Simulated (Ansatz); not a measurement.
`[Cl][GeH2][Cl]` + CH₃OH → `C[O][GeH2][Cl]` + HCl at 600 K and 1 bar (ligand exchange at a Ge–Cl bond).

Gas-phase electronic energies from Ansatz, PBE0-D4/def2-TZVP geometries. CBS: MP2 limit from def2 TZ/QZ plus the TZ coupled-cluster correction, frozen cores. This one scheme is used for every species. For Ge outer-core shells are correlated without core-valence functions, which leaves a few kJ/mol of doubt a bond. Scalar relativity is left out up to krypton. Each species was taken in one conformer, which may not be the lowest.

```json
{"species": "`[Cl][GeH2][Cl]`", "CCSD(T)/CBS energy (Eh)": "-2996.94498", "H − E (kJ/mol)": "87.0", "S (J/(mol·K))": "354.5"}
{"species": "CH₃OH", "CCSD(T)/CBS energy (Eh)": "-115.61712", "H − E (kJ/mol)": "163.6", "S (J/(mol·K))": "277.3"}
{"species": "`C[O][GeH2][Cl]`", "CCSD(T)/CBS energy (Eh)": "-2652.16457", "H − E (kJ/mol)": "209.1", "S (J/(mol·K))": "431.7"}
{"species": "HCl", "CCSD(T)/CBS energy (Eh)": "-460.38127", "H − E (kJ/mol)": "35.4", "S (J/(mol·K))": "207.2"}
```

H − E and S are ideal-gas, rigid-rotor, harmonic terms from PBE0-D4/def2-TZVP, for one conformer and one mirror image of each species. 1 Eh = 2625.50 kJ/mol, R = 8.31446 J/(mol·K).

**Question.** By hand: ΔE, ΔH, ΔS and ΔG.

**Answer.** ΔE = (-2652.16457) + (-460.38127) − (-2996.94498) − (-115.61712) = 0.01626 Eh = 42.7 kJ/mol. Δ(H − E) = 209.1 + 35.4 − 87.0 − 163.6 = -6.1, so ΔH = 36.6 kJ/mol. ΔS = 431.7 + 207.2 − 354.5 − 277.3 = 7.1 J/(mol·K). ΔG = 36.6 − 600 × (7.1)/1000 = 32.3 kJ/mol.

**Question.** By hand: the equilibrium constant, and the temperature at which ΔG would vanish if ΔH and ΔS stayed fixed.

**Answer.** log₁₀ K = −ΔG/(RT ln 10) = -2.8. ΔG = 0 at ΔH/ΔS = 5155 K, far beyond where these terms or the molecules hold.

The number of gas molecules stays the same, so ΔS is small and ΔH decides. A doubt of 5 kJ/mol in ΔE shifts log₁₀ K by 0.4 here. Other conformers and mirror images would add mixing entropy, several J/(mol·K) or more a flexible species. Modes under 60 cm⁻¹, often nearly free rotors, make the harmonic entropy too high. These are equilibria of isolated gas molecules and say nothing of rates. Largest T1 diagnostic: 0.011 (customary marks: 0.02 for closed shells, 0.045 for open ones).
